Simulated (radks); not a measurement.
The numbers below are computed, except where a source is named.
Charge is removed step by step from the 2p up level of Tc37+, starting from [He] 2s2 2p(up 2, down 0). Code: a radial shooting solver on a logarithmic mesh with Libxc functionals. Model: scalar-relativistic Kohn-Sham, r2SCAN, spin-polarised, spherical densities, finite nucleus; meta-GGA in the generalised Kohn-Sham scheme; Fermi nuclear charge, rms radius 4.4112 fm.

removed (e)  E - E(0) (eV)  eigenvalue (eV)  E minus straight line (eV)
0                    0.000          -5222.1                       0.000
0.25                1310.8          -5266.3                     -16.487
0.5                 2632.7          -5310.3                     -21.946
0.75                3965.6          -5354.0                     -16.427
1                   5309.3          -5397.5                       0.000

Removing the whole electron costs 5309.3 eV by Delta-SCF, against 5222.1 eV from minus the eigenvalue at the starting occupation. Slater's transition state (half an electron removed) gives 5310.3 eV. Integrating minus the eigenvalue over the occupation (Janak's theorem) gives 5310.1 eV. In this scalar-relativistic scheme the density is built from large components alone, so the theorem holds only approximately. The mean slope of the eigenvalue, de/dn, is 175 eV per electron. Ionisation energy of Tc37+ in the NIST Atomic Spectra Database: 5361 eV (semi-empirical).
